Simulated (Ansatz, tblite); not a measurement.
Forces on the cluster Li₂Al₄ at its r2SCAN-D4/def2-SVP geometry. Charge 0, multiplicity 1.

The xTB rows come from tblite. The restricted singlet is unstable towards broken spin symmetry in Hartree–Fock (as tested in another run); at PBE-D4/def2-TZVP this wasn't settled. Another isomer (singlet) lies 0.13 eV lower at PBE0-D4/def2-TZVP; other spin states weren't run for this one.

GFN1-xTB (tblite), largest force 0.90 eV/Å:

```xyz
6
positions Å, forces eV/Å
Li    0.067   -3.002    0.927   -0.109    0.432   -0.211
Li    2.217    1.907    1.150   -0.384   -0.196   -0.240
Al   -1.243   -1.239   -0.601    0.039   -0.856    0.280
Al   -1.874    0.898   -1.698   -0.527    0.252   -0.478
Al    0.747   -0.358    0.684    0.335   -0.161    0.305
Al    0.085    1.795   -0.463    0.646    0.529    0.343
```

GFN2-xTB (tblite), largest force 1.37 eV/Å:

```
Li 0.026 -0.018 0.026
Li 0.030 -0.009 0.026
Al -0.421 -0.589 -0.153
Al -0.741 0.354 -0.673
Al 0.954 -0.459 0.867
Al 0.153 0.721 -0.093
```

PBE-D4/def2-TZVP (Ansatz), largest force 0.20 eV/Å:

```
Li -0.024 0.103 -0.049
Li -0.091 -0.047 -0.056
Al -0.029 -0.196 0.038
Al -0.099 0.047 -0.093
Al 0.119 -0.058 0.105
Al 0.124 0.152 0.054
```
